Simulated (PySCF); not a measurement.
GaCl, SMILES [Cl][Ga] (connectivity only; charge and spin as stated), neutral, multiplicity 1.

Coordinates come from a PBE-D3(BJ)/def2-TZVP optimisation.

All values below come from IEF-PCM-B3LYP/def2-TZVPD in PySCF.

The values are the electrostatic part of the solvation free energy, E(continuum) − E(gas) at the gas-phase geometry, in a cavity of scaled van der Waals radii (PySCF's table); cavitation and dispersion terms are not included. A continuum can't describe solvent molecules that bind to the metal. In vacuum the orbital gap is 5.43 eV. The dipole moment in vacuum is 2.61 D.

Computed values in water (ε = 78.36), dimethylsulfoxide (ε = 46.83), dichloromethane (ε = 8.93):
| solvent | ε | ΔG(elec) (kcal/mol) | dipole (D) | gap (eV) |
|---|---|---|---|---|
| water | 78.36 | -5.0 | 3.80 | 5.67 |
| dimethylsulfoxide | 46.83 | -4.9 | 3.78 | 5.66 |
| dichloromethane | 8.93 | -4.2 | 3.61 | 5.63 |
